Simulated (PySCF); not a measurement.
Radial density of Tm (thulium, neutral)

UHF, [Xe] 4f13 6s2, 2F determinant. Computed with PySCF 2.14 in cc-pwCVTZ-X2C with one added diffuse shell of g type (12s11p9d7f5g1h, 195 functions), with scalar relativity by spin-free X2C-1e.

```
r (bohr)  4πr²ρ (e/bohr)  4πr²(ρα − ρβ)
  0.0169           91.12         0.0001
  0.0284           82.42        -0.0001
  0.0479           114.5        -0.0006
  0.0805           112.1        -0.0004
   0.135           100.9         0.0511
   0.228           88.40         0.4283
   0.383           56.39         1.2683
   0.644           44.29         1.2584
    1.08           14.81         0.4498
    1.82           4.559         0.0274
    3.07          0.7862        -0.0024
    5.16          0.3457        -0.0011
    8.67         0.02689        -0.0003
    14.6       0.0001068         0.0000
```

Densities and radii are taken from the X2C orbitals without a picture-change correction, which distorts them close to the nucleus.

Spin-orbit coupling, absent here, splits the open shell strongly.

(1) Where is the radial spin density 4πr²(ρα − ρβ) most negative, and why is it negative at all?

Results:

(1) Around r = 3.07 bohr, down to -0.0024 e/bohr: exchange with the open shell polarises the paired shells in an unrestricted calculation.
